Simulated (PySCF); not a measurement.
## Mo (molybdenum, neutral) across methods

[Kr] 4d6, high-spin 5D determinant (an excited configuration). All numbers are calculated (PySCF 2.14, scalar relativity by spin-free X2C-1e, in x2c-QZVPPall).

```
method  E (hartree)  mean ε 4p β (eV)  mean ε 4d α (eV)  mean ε 4d β (eV)  Σ⟨r²⟩ (bohr²)   ⟨S²⟩
   LDA     -4043.56           -35.559            -3.397            -1.383          54.27  6.007
   PBE     -4047.91           -35.168            -3.221            -1.249          54.21  6.008
  PBE0     -4047.97           -37.535            -4.346            -2.103          53.29  6.008
  BLYP     -4048.43           -35.156            -3.021            -1.344          54.77  6.011
r2SCAN     -4048.29           -35.580            -3.242            -1.168          53.36  6.018
  PW91     -4048.62           -35.228            -3.250            -1.286          54.10  6.007
```

⟨L²⟩ = 7.08 against 6 for a pure D term, so this real determinant mixes terms.
